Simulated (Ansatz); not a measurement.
Wavefunction ladder for GeH₄O₃ (`[OH][GeH]([OH])[OH]`)

```
atom   x (Å)   y (Å)   z (Å)
  O1   1.106  -0.766   1.055
 Ge2  -0.108   0.302   0.350
  O3  -1.297  -0.624  -0.582
  O4   0.619   1.345  -0.869
  H5   1.734  -1.090   0.404
  H6  -0.706   1.088   1.514
  H7  -1.599  -1.418  -0.134
  H8   0.250   1.162  -1.738
```

Total charge 0; spin multiplicity 1. Correlated methods include outer-core shells of Ge, which these sets cover unevenly. Scalar relativity is left out up to krypton. The geometry is a stationary point of PBE0-D4/def2-TZVP. It is one conformer, not always the lowest. Frozen core, restricted reference, Ansatz 0.2.0.

| basis | HF (Eh) | MP2 corr. | CCSD corr. | (T) | CCSD(T) total |
| --- | --- | --- | --- | --- | --- |
| def2-SVP | -2301.91524 | -0.79475 | -0.80529 | -0.01827 | -2302.73880 |
| def2-TZVPP | -2302.48123 | -0.98139 | -0.98589 | -0.03501 | -2303.50213 |
| def2-QZVPP | -2302.53483 | -1.30454 | – | – | – |
